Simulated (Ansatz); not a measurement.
`C[N](C)[Zn][Br]` and `C[N](C)[GaH][Br]` differ in one atom or group.

Ansatz, PBE0-D4/def2-TZVP geometries, multiplicity 1. Each molecule was computed in one conformer, which needn't be the lowest.

Scalar relativity is left out up to krypton.

| property | `C[N](C)[Zn][Br]` |
| --- | --- |
| HOMO energy (PBE0/def2-TZVPP) / eV | -6.05 |
| HOMO–LUMO gap (ωB97M-V/def2-TZVPP) / eV | 9.09 |
| HOMO–LUMO gap (PBE/def2-TZVPP) / eV | 3.02 |
| size of the dipole moment (PBE/def2-TZVPP) / D | 1.90 |
| LUMO energy (B3LYP/def2-TZVPP) / eV | -1.23 |
| HOMO–LUMO gap (B3LYP/def2-TZVPP) / eV | 4.64 |

**Question.** What does the change do to each property? (Best estimate.)

**Answer.** Ansatz gave: 
```tsv
property	`C[N](C)[GaH][Br]`	shift
HOMO energy (PBE0/def2-TZVPP) / eV	-6.63	-0.58
HOMO–LUMO gap (ωB97M-V/def2-TZVPP) / eV	9.69	0.60
HOMO–LUMO gap (PBE/def2-TZVPP) / eV	3.82	0.80
size of the dipole moment (PBE/def2-TZVPP) / D	2.47	0.57
LUMO energy (B3LYP/def2-TZVPP) / eV	-1.11	0.12
HOMO–LUMO gap (B3LYP/def2-TZVPP) / eV	5.33	0.69
```

With PBE0 the HOMO falls by 0.58 eV and the LUMO rises by 0.06 eV, so the gap widens by about 0.64 eV. PBE moves the HOMO by -0.60 eV and ωB97M-V by -0.55 eV. Dipoles are sizes alone; their direction can turn.

B3LYP here is the variant with VWN-RPA as its local correlation; programs differ in this.

Spin–orbit coupling is left out; it splits and shifts lone-pair levels of the heavy atoms by tenths of an eV.
